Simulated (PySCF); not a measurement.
## Bonding in `ClC[C@@H]1CC[SiH2]O1`

C₄H₉ClOSi.
Numbering: `[Cl:1][CH2:2][C@@H:3]1[CH2:4][CH2:5][SiH2:6][O:7]1` (hydrogens: H8, H9 on C2; H10 on C3; H11, H12 on C4; H13, H14 on C5; H15, H16 on Si6)

Geometry (PBE0-D3(BJ)/def2-SVP, Å), atoms numbered from 1 in this order:
```
atom  x, y, z in Å
Cl1    2.6310   -2.0049    0.4873
C2     2.1140   -0.3117    0.2652
C3     0.6892   -0.1085    0.7399
C4    -0.3623   -0.8961   -0.0492
C5    -1.7277   -0.2397    0.2010
Si6   -1.2263    1.5763    0.3087
O7     0.4068    1.2754    0.6128
H8     2.7973    0.3293    0.8368
H9     2.2013   -0.0635   -0.8023
H10    0.6379   -0.3990    1.8084
H11   -0.3386   -1.9613    0.2243
H12   -0.1086   -0.8333   -1.1223
H13   -2.4625   -0.4820   -0.5801
H14   -2.1522   -0.5647    1.1656
H15   -1.3801    2.3578   -0.9535
H16   -1.8561    2.3378    1.4272
```

Bond orders from the PBE0/pcSseg-1 density (PySCF). The structure is a single PBE0-D3(BJ)/def2-SVP conformer in the gas phase; no vibrational or solvent corrections.

How far do the computed orders between heavy atoms stray from the drawn ones?

The largest departure is 0.121, at O7–C3 (drawn single, 0.879). Drawn single, order below 0.88: O7–C3 (0.879).

Give the Mayer order of every bond, beside its length.

```csv
bond,drawn as,length (Å),Mayer order
Cl1–C2,single,1.784,0.979
C2–C3,single,1.515,1.004
C3–C4,single,1.533,0.993
C4–C5,single,1.536,1.021
C5–Si6,single,1.887,0.920
Si6–O7,single,1.688,0.928
O7–C3,single,1.418,0.879
C2–H8,single,1.098,0.938
C2–H9,single,1.099,0.930
C3–H10,single,1.108,0.931
C4–H11,single,1.100,0.938
C4–H12,single,1.105,0.944
C5–H13,single,1.099,0.951
C5–H14,single,1.103,0.944
Si6–H15,single,1.493,0.917
Si6–H16,single,1.492,0.919
```

Bonds between the same two heavy elements. C–C: lowest C3–C4 (0.993, 1.533 Å), highest C4–C5 (1.021, 1.536 Å).

Sum the orders of all bonds at each heavy atom with more than one neighbour and set the sums beside the valence in the SMILES.

C2 3.851 (drawn 4), C3 3.807 (drawn 4), C4 3.896 (drawn 4), C5 3.836 (drawn 4), Si6 3.684 (drawn 4), O7 1.807 (drawn 2). Orders between atoms that aren't bonded are not in these sums.

The Mayer order sums products of elements of PS (density times overlap matrix) between the two atoms' basis functions, so it depends on the basis set.
